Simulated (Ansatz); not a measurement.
```yaml
crystal:
  periodic: [false, false, false]
  atoms:
    - {symbol: C, position_ang: [-0.827598, -0.467063, 2.709224]}
    - {symbol: B, position_ang: [0.130351, -0.060666, 1.534177]}
    - {symbol: Cl, position_ang: [1.821009, 0.478707, 2.009126]}
    - {symbol: O, position_ang: [-0.468922, 1.086550, 0.711101]}
    - {symbol: C, position_ang: [-0.215410, 1.202313, -0.521816]}
    - {symbol: C, position_ang: [-0.689476, 2.522167, -1.130603]}
    - {symbol: F, position_ang: [-0.361894, 2.599617, -2.417736]}
    - {symbol: F, position_ang: [-2.011064, 2.617075, -1.026120]}
    - {symbol: F, position_ang: [-0.136297, 3.543072, -0.491731]}
    - {symbol: C, position_ang: [0.376734, 0.220278, -1.296169]}
    - {symbol: C, position_ang: [0.532648, -1.006796, -0.675978]}
    - {symbol: C, position_ang: [0.928232, -2.255712, -1.464079]}
    - {symbol: F, position_ang: [2.011830, -2.804557, -0.934028]}
    - {symbol: F, position_ang: [1.182405, -1.957773, -2.735554]}
    - {symbol: F, position_ang: [-0.061486, -3.142166, -1.429174]}
    - {symbol: O, position_ang: [0.313109, -1.222814, 0.549944]}
    - {symbol: H, position_ang: [-0.405807, -1.296314, 3.281095]}
    - {symbol: H, position_ang: [-1.811696, -0.774781, 2.342909]}
    - {symbol: H, position_ang: [-0.969778, 0.368986, 3.397272]}
    - {symbol: H, position_ang: [0.571209, 0.359378, -2.345759]}
basis:
  gaussian: {orbitals: cc-pVTZ}
hamiltonian: {xc: {name: PBE1PBE}}
output: {forces: true}
```

```sh
$ ansatz run in.yaml --threads 11 --pin off --events-out ev --progress --plain --max-ram 174080MiB --backend cuda --devices 0, --max-vram 75GiB
```

Shortened log:

```
Error: YAML parse error: error: line 26 column 19: hamiltonian.xc: no functional is named "PBE1PBE"; the names, which are not case-sensitive, are SVWN5, SPW92, PBE, PBE0, PBEsol, revPBE, revPBE0, RPBE, rPW86-PBE, HSE06, wPBEh, LC-wPBE, HISS, HF, BLYP, B3LYP, B3LYP5, BHLYP, CAM-B3LYP, r2SCAN, r2SCANh, r2SCAN0, r2SCAN50, m-r2SCAN, B97, wB97, wB97X, wB97X-V, B97M-V, wB97M-V, B2PLYP, B2GP-PLYP, PBE0-DH, PBE-QIDH
24 | basis:
25 |   gaussian: {orbitals: cc-pVTZ}
26 | hamiltonian: {xc: {name: PBE1PBE}}
27 | output: {forces: true}
```

Q: Something in this input is off. What?

A: The method's name isn't one that the program takes here. The input was rejected before any iteration.

HSE06 is defined as in plane-wave codes.
